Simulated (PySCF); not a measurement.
Molecule: C₂H₅F₂Ge (charge 0, doublet). It need not be the lowest isomer of its formula. 
Coordinates optimised at B3LYP-D3(BJ)/def2-TZVP (Ansatz):
```
Ge
F 1 1.7447
F 1 1.7483 2 103.46
C 1 1.9126 2 106.79 3 114.80
H 4 1.0822 1 120.90 2 -16.30
H 4 1.0824 5 117.01 1 178.35
C 1 1.9358 2 108.94 3 -113.92
H 7 1.0887 1 108.88 2 57.67
H 7 1.0890 8 109.45 1 120.32
H 7 1.0895 8 109.24 9 119.71
```
Charge 0, spin multiplicity 2.

Dispersion corrections to the total energy (kcal/mol) from the dftd3 and dftd4 libraries through PySCF: D3(BJ) without and D4 with the three-body term, each with the damping fitted for the functional named.

| functional | D3(BJ) | D4 |
|---|---|---|
| r2SCAN | -1.14 | -1.04 |
| PBE | -4.05 | -4.26 |
| TPSSh | ___ | -5.20 |
| HF | -32.94 | ___ |
| BLYP | -8.82 | -9.30 |
| B2GP-PLYP | -3.20 | -1.80 |
| B2PLYP | ___ | -2.96 |

What belongs in the gaps?


- TPSSh, D3(BJ): -4.78
- HF, D4: -14.68
- B2PLYP, D3(BJ): -3.51
